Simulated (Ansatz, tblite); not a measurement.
Removing an electron: WN(NH2)3 (WN₄H₆). Total charge 0; singlet. Geometry: PBE0-D4/def2-SVP. Ansatz, gas phase; energy differences of separate SCF runs; the oxidised species was run as a doublet alone.

```xyz
11

W     0.008    0.302    0.061
N     0.050    1.931    0.387
N     0.900   -0.507    1.607
H     1.281    0.000    2.398
H     1.047   -1.506    1.726
N     0.994    0.142   -1.625
H     1.157   -0.735   -2.113
H     1.414    0.910   -2.136
N    -1.906   -0.096   -0.074
H    -2.657    0.577    0.041
H    -2.288   -1.017   -0.272
```

In the def2 sets W takes a core potential; there is no spin–orbit coupling. The xTB rows come from tblite.

```tsv
level	−HOMO (eV)	vertical IE (eV)	−LUMO (eV)	HOMO–LUMO gap (eV)
GFN1-xTB	10.19	13.12	6.06	4.13
GFN2-xTB	8.39	12.20	6.26	2.13
PBE-D4/def2-TZVP	5.70	8.54	1.00	4.70
r2SCAN-D4/def2-TZVP	5.99	8.63	0.86	5.13
PBE0-D4/def2-TZVP	7.03	8.86	0.14	6.89
```

Relaxing the oxidised species (PBE0-D4/def2-SVP) changes its energy by -0.01 eV at PBE0-D4/def2-TZVP, so the adiabatic ionisation energy to this nearest minimum is 8.85 eV. At PBE-D4/def2-TZVP it is 8.50 eV.    Raw xTB energy differences between charge states are shifted by several eV; the methods need an empirical correction for them.
